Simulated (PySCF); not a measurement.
PBE on Te⁻ (tellurium, charge -1), [Kr] 4d10 5s2 5p5, 2P determinant. All numbers are calculated (PySCF 2.14, a scalar-relativistic core potential, in aug-cc-pVQZ-PP with one added diffuse shell each of s, p, d, f, g type with ECP28MDF (8s8p6d4f3g, 117 functions)).

```
cycle= 1 E= -268.050332130545  delta_E= -0.0109  |g|= 0.0301  |ddm|= 0.841
cycle= 2 E= -268.050515411529  delta_E= -0.000183  |g|= 0.013  |ddm|=  0.1
cycle= 3 E= -268.050610369163  delta_E= -9.5e-05  |g|= 0.0103  |ddm|= 0.0651
cycle= 4 E= -268.050693479938  delta_E= -8.31e-05  |g|= 0.000765  |ddm|= 0.0279
cycle= 5 E= -268.050694225314  delta_E= -7.45e-07  |g|= 0.000147  |ddm|= 0.00252
cycle= 6 E= -268.050694254621  delta_E= -2.93e-08  |g|= 2.76e-05  |ddm|= 0.000516
cycle= 7 E= -268.050694255763  delta_E= -1.14e-09  |g|= 2.51e-06  |ddm|= 0.000109
cycle= 8 E= -268.050694255772  delta_E= -8.7e-12  |g|= 9.5e-08  |ddm|= 1.09e-05
converged SCF energy = -268.050694255772  <S^2> = 0.75454181  2S+1 = 2.0045367
```

Highest occupied orbital energy: 0.701 eV; ⟨L²⟩ = 2.03; populations by l: s 4.00, p 11.00, d 10.00, f 0.00.

Problem. Can this result be used?

Solution. With care. The calculation finished and met its thresholds. Energies and moments cover only the electrons outside the core potential. At PBE the highest occupied level has a positive energy, so only the finite basis holds that electron; in a semilocal or global hybrid functional this comes from self-interaction and does not mean that the real anion is unbound.
